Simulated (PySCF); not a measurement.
Species: C6H11P.
Structure used (GFN2-xTB), in Å, numbered top down from 1:
```xyz
18
C6H11P angstrom
C     -1.8769    0.8160    1.3387
C     -1.4516    0.3280    0.1821
C     -2.0414   -0.8871   -0.4635
P     -0.1503    1.1618   -0.8089
C      1.1631   -0.1245   -0.6693
C      1.6993   -0.5394    0.6688
C      2.5508    0.2697   -0.2562
H     -1.4532    1.7045    1.7783
H     -2.6791    0.3491    1.8896
H     -2.3903   -0.6410   -1.4667
H     -2.8751   -1.2754    0.1172
H     -1.2867   -1.6680   -0.5580
H      0.3286    1.9395    0.2517
H      1.0846   -0.8886   -1.4364
H      1.3021   -0.0542    1.5491
H      1.9459   -1.5794    0.8234
H      3.3870   -0.2083   -0.7451
H      2.7344    1.3036   -0.0007
```

Definitions: NICS(0) = −σiso at the ring centroid; NICS(1) = −σiso and NICS(1)zz = −σzz at ±1 Å along the ring normal z. Level: GIAO PBE0/pcSseg-1 (PySCF, non-relativistic, gas phase) on the GFN2-xTB geometry, one conformer.

Ring bond lengths (Å), with Mayer bond orders in brackets: C5–C6 1.500 (0.93), C6–C7 1.495 (0.98), C7–C5 1.501 (0.96).

Give the NICS values of each ring in ppm.

```csv
ring,type,NICS(0),"NICS(1), two faces","NICS(1)zz, two faces",rms pucker (Å),"centre to ring atoms, mean (Å)"
C5–C6–C7,3-membered carbocycle; formal bonds all single,-44.3,-8.7 / -8.4,-22.3 / -23.6,0.00,0.87
```

What do they say, and how far can they be read as aromaticity?

- C5–C6–C7: mean NICS(1)zz -22.9 ppm, shielded. C5, C6, C7 have four or more neighbours; no verdict on aromaticity is drawn. NICS(0) lies 36 ppm below the mean NICS(1).

At the second NICS(1) probe listed for ring C5–C6–C7, 1 Å off the ring, how large is the induced field along the normal in 1 T applied along it?

NICSzz × B0 = -23.6 ppm × 1 T = -24 μT, against the applied field.

Give the inner angles of the rings and the Hirshfeld charges of the ring atoms.

- C5–C6–C7: C5 59.8° (-0.089 e), C6 60.1° (-0.092 e), C7 60.1° (-0.088 e); sum 180.0° against 180° for a flat convex ring.

What are the shieldings of the ring atoms and their hydrogens in the same run (means over atoms taken as equivalent)?

```tsv
atoms	environment	σ isotropic (ppm)
C5	sp3 carbon bound to phosphorus	178.7
C6 (×2)	three-membered-ring carbon	177.4
H14	methine hydrogen	30.94
H15 (×2)	methylene hydrogen	31.34
H16 (×2)	methylene hydrogen	30.86
```
